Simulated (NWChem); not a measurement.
**Ionisation of HGe**

```
Ge
H 1 1.6043
```
Charge 0, spin multiplicity 2.

Everything below was run with NWChem. All single points use one geometry, from UPBE0/def2-SVP, a minimum by its harmonic frequencies.

Basis set: def2-TZVP. The species with one electron less has spin multiplicity 1 and keeps the geometry of the parent. Δ marks differences of total energies (open shells unrestricted). −ε marks an orbital energy of the parent. That orbital need not have the symmetry of the hole or added electron in the Δ rows. That singlet is a closed-shell solution.

The Hamiltonian is non-relativistic. This spin state was chosen for the runs; another may lie lower. The structure started from a generated list of species. The unpaired electrons of the parent sit in orbitals of symmetry b1 (C2v labels of the run); other states weren't searched. No SCF solution was tested for a lower state. Open-shell Hartree-Fock references start from PBE0 orbitals.

Q: Order these methods by the first vertical ionisation energy they give, lowest first: ΔM06-2X, −ε(alpha HOMO) of HF, G0W0@PBE, −ε(alpha HOMO) of M06-2X.

A: −ε(alpha HOMO) of M06-2X (6.10 eV), G0W0@PBE (7.38 eV), ΔM06-2X (7.71 eV), −ε(alpha HOMO) of HF (7.80 eV)
